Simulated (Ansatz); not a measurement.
Isolated molecules relaxed with PBE0-D4/def2-TZVP in Ansatz; ΔE leaves out vibrations. CCSD(T)/CBS adds triple-zeta CCSD(T) − MP2 to the extrapolated MP2 energy (def2 sets, frozen cores). Functionals use def2-TZVPP. For V outer-core shells are correlated without core-valence functions, which leaves a few kJ/mol of doubt a bond. Scalar relativity is left out up to krypton. Each species was taken in one conformer, which may not be the lowest.

`[NH]=[V]([F])([F])[Cl]` + `F[Si]1(Cl)[CH2][AlH]1` → `[NH]=[V]([F])([Cl])[Cl]` + `F[Si]1(F)[CH2][AlH]1`  (redistribution)

```json
{"species": "`[NH]=[V]([F])([F])[Cl]`", "r2SCANh energy (Eh)": "-1659.35682"}
{"species": "`F[Si]1(Cl)[CH2][AlH]1`", "r2SCANh energy (Eh)": "-1131.87746"}
{"species": "`[NH]=[V]([F])([Cl])[Cl]`", "r2SCANh energy (Eh)": "-2019.69734"}
{"species": "`F[Si]1(F)[CH2][AlH]1`", "r2SCANh energy (Eh)": "-771.54859"}
```

(1) Work out ΔE.

Largest T1 diagnostic among the species: 0.031, so the coupled-cluster value is less sure than usual.

Answers

(1) ΔE = (-2019.69734) + (-771.54859) − (-1659.35682) − (-1131.87746) = -0.01165 Eh = -7.3 kcal/mol. CCSD(T)/CBS gives -9.8 kcal/mol.

From BLYP to BHLYP (50 % exact exchange), in def2-TZVPP and without D4, ΔE moves by −2.0 kcal/mol. Leaving LDA and LC-ωPBE aside and taking each functional with its dispersion term where it has one, the values, not all of them listed here, spread over 6.0 kcal/mol, from B2PLYP to revPBE-D4. LDA lies −1.3 kcal/mol from PBE without D4. At CCSD(T), def2-SVP lies +4.4 kcal/mol from the extrapolated value and def2-TZVPP +0.3 kcal/mol.
